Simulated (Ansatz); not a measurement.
Program: Ansatz. Geometries: PBE0-D4/def2-TZVP. ΔE: electronic, gas phase. CCSD(T)/CBS adds triple-zeta CCSD(T) − MP2 to the extrapolated MP2 energy (def2 sets, frozen cores). Each species was taken in one conformer, which may not be the lowest.

Consider the isomerisation: `C=C(O)BCl` → `O=CCBCl`.

```json
{"species": "`C=C(O)BCl`", "CCSD(T)/CBS(def2) energy (Eh)": "-638.27016"}
{"species": "`O=CCBCl`", "CCSD(T)/CBS(def2) energy (Eh)": "-638.27795"}
```

(1) Work out ΔE.

Largest T1 diagnostic among the species: 0.014.

Answers

(1) ΔE = (-638.27795) − (-638.27016) = -0.00779 Eh = -4.9 kcal/mol.

In def2-TZVPP, CCSD(T) changes the Hartree–Fock value by +2.8 kcal/mol (the triples alone add +0.6 kcal/mol) and MP2 by +2.6 kcal/mol. At CCSD(T), def2-SVP lies −4.2 kcal/mol from the extrapolated value and def2-TZVPP −0.8 kcal/mol.
